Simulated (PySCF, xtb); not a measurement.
CClF2, SMILES F[C](F)Cl (connectivity only; charge and spin as stated), charge +1, multiplicity 1.

Geometry: PBE0-D3(BJ)/def2-TZVP. The multiplicity is an assumed one; other spin states were not compared. The isomer is the one that the SMILES or the coordinates give; other isomers of the formula were not compared.

Computed with IEF-PCM-B3LYP/def2-SVP (PySCF).

The values are the electrostatic part of the solvation free energy, E(continuum) − E(gas) at the gas-phase geometry, in a cavity of scaled van der Waals radii (PySCF's table); cavitation and dispersion terms are not included. In vacuum the orbital gap is 7.00 eV.

Computed values in water (ε = 78.36), dimethylsulfoxide (ε = 46.83), chlorobenzene (ε = 5.70):
| solvent | ε | ΔG(elec) (kcal/mol) | gap (eV) |
|---|---|---|---|
| water | 78.36 | -66.3 | 7.04 |
| dimethylsulfoxide | 46.83 | -65.7 | 7.04 |
| chlorobenzene | 5.70 | -55.1 | 7.03 |

For comparison, GFN2-xTB/ALPB(water) (xtb, at the GFN2-xTB geometry, all terms of that model) gives -62.2 kcal/mol.
